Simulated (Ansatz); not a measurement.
Input file for Ansatz (a program for electronic structure): R-CCSD(T)/cc-pV(D+d)Z on H10Si4 (SMILES [SiH3][SiH2][SiH2][SiH3]). Files ending in .json are basis or fitting sets from the Basis Set Exchange.

Ansatz 0.2 input:
```yaml
crystal:
  periodic: [false, false, false]
  atoms:
    - {symbol: Si, position_ang: [2.94103753, -0.17299863, -0.40704782]}
    - {symbol: Si, position_ang: [0.75833370, 0.65421466, -0.61691885]}
    - {symbol: Si, position_ang: [-0.75819909, -0.65357235, 0.60174495]}
    - {symbol: Si, position_ang: [-2.94145510, 0.17273298, 0.39446371]}
    - {symbol: H, position_ang: [2.99516300, -1.56795749, -0.90765426]}
    - {symbol: H, position_ang: [3.33955488, -0.16875283, 1.02151741]}
    - {symbol: H, position_ang: [3.91117012, 0.64593245, -1.17417135]}
    - {symbol: H, position_ang: [0.70024422, 2.05427955, -0.12216116]}
    - {symbol: H, position_ang: [0.35651652, 0.65949768, -2.04761406]}
    - {symbol: H, position_ang: [-0.70013575, -2.05364590, 0.10709022]}
    - {symbol: H, position_ang: [-0.35498192, -0.65871671, 2.03199850]}
    - {symbol: H, position_ang: [-3.34527977, 0.16059585, -1.03250965]}
    - {symbol: H, position_ang: [-3.90842503, -0.64204718, 1.16987252]}
    - {symbol: H, position_ang: [-2.99354332, 1.57043790, 0.88774240]}
basis:
  gaussian:
    orbitals: cc-pV_D+d_Z.json
magnetization: {spin_polarized: false}
correlation: {method: ccsd_t, electrons: outside_noble_gas}
scf: {lower_state_search: off}
```

It printed:

```
WARN ansatz: RAYON_NUM_THREADS=6 ignored (pool sized by the plan → 6); use --threads N
Functional definition: HF
these checks for a lower state are left out or cut short: stability, starts, cluster_reference, orbital_swaps, neighbouring_geometries, increment
integrals: 0.37 GiB planned
1452 factors; integrals over basis functions are off by at most 1.1e-3 eV
mean field: 0.54 GiB planned
mean field evaluation 1: about -31605.5315 eV, gradient 1.8e1 eV
mean field evaluation 2: about -31605.5329 eV, gradient 1.8e1 eV
mean field evaluation 4: about -31607.5530 eV, gradient 9.2e-1 eV
mean field evaluation 8: about -31607.5595 eV, gradient 3.8e-4 eV
mean field -31607.55946935 eV, -1161.5563861254 hartree, gradient 1.1e-6 eV, S^2 0.000000; 0 other end points of the search recorded, 0 dependent functions left out
20 core orbitals not correlated
reference -31607.55946935 eV, -1161.5563861254 hartree; 13, 13 occupied and 109, 109 virtual orbitals, 1452 factors
second order -11.24677468 eV of doubles, -0.00000000 eV of singles
coupled cluster: 0.86 GiB planned
cycle   1  -13.09376375 eV  change    -1.8e0 eV  update   1.0e-1
cycle   2  -13.74044286 eV  change   -6.5e-1 eV  update   3.4e-2
cycle   3  -13.77138836 eV  change   -3.1e-2 eV  update   9.0e-3
cycle   4  -13.76543957 eV  change    5.9e-3 eV  update   3.2e-3
cycle   5  -13.76404994 eV  change    1.4e-3 eV  update   8.4e-4
cycle   6  -13.76384127 eV  change    2.1e-4 eV  update   2.4e-4
cycle   7  -13.76381033 eV  change    3.1e-5 eV  update   5.9e-5
cycle   8  -13.76382213 eV  change   -1.2e-5 eV  update   1.7e-5
perturbative correction -0.37836729 eV, -0.0139047416 hartree
Total energy: -31621.70165877 eV, -1162.0761020006 hartree
Checks for a lower state left out: stability, starts, cluster_reference, orbital_swaps, neighbouring_geometries, increment
```

The calculation finished and met its thresholds.

Cost: about 30 core-seconds (a rough figure).
